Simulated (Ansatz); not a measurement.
Input file for Ansatz (an electronic-structure program): U-B3LYP/cc-pVTZ on SeH, 2S+1 = 2, a point of a bond scan (R = 1.475 Å).

Ansatz 0.2 input:
```yaml
crystal:
  periodic: [false, false, false]
  atoms:
    - {symbol: Se, position_ang: [-0.00000000, -0.00000000, -0.04214023]}
    - {symbol: H, position_ang: [0.00000000, 0.00000000, 1.43276767]}
basis:
  gaussian:
    orbitals: cc-pVTZ
hamiltonian:
  xc: {name: B3LYP}
magnetization: {spin_polarized: true, initial_magnetization: 1}
```

It printed:

```
WARN ansatz: RAYON_NUM_THREADS=2 ignored (pool sized by the plan → 2); use --threads N
Functional definition: B3LYP
integrals: 0.01 GiB planned
352 factors; integrals over basis functions are off by at most 7.9e-4 eV
mean field: 0.17 GiB planned
mean field evaluation 1: about -65366.9817 eV, gradient 5.5e0 eV
mean field evaluation 2: about -65367.1166 eV, gradient 1.9e0 eV
mean field evaluation 4: about -65367.1411 eV, gradient 1.5e-1 eV
mean field evaluation 8: about -65367.1458 eV, gradient 1.5e-3 eV
mean field evaluation 16: about -65367.1458 eV, gradient 3.0e-5 eV
mean field -65367.14583523 eV, -2402.1983020019 hartree, gradient 3.0e-5 eV, S^2 0.752756; 0 other end points of the search recorded, 0 dependent functions left out
reference -65367.14599661 eV, -2402.1983079326 hartree; 18, 17 occupied and 39, 40 virtual orbitals, 352 factors
Total energy: -65367.14599661 eV, -2402.1983079326 hartree
```

Self-consistency was reached.

Cost: very roughly 0.7 core-seconds.
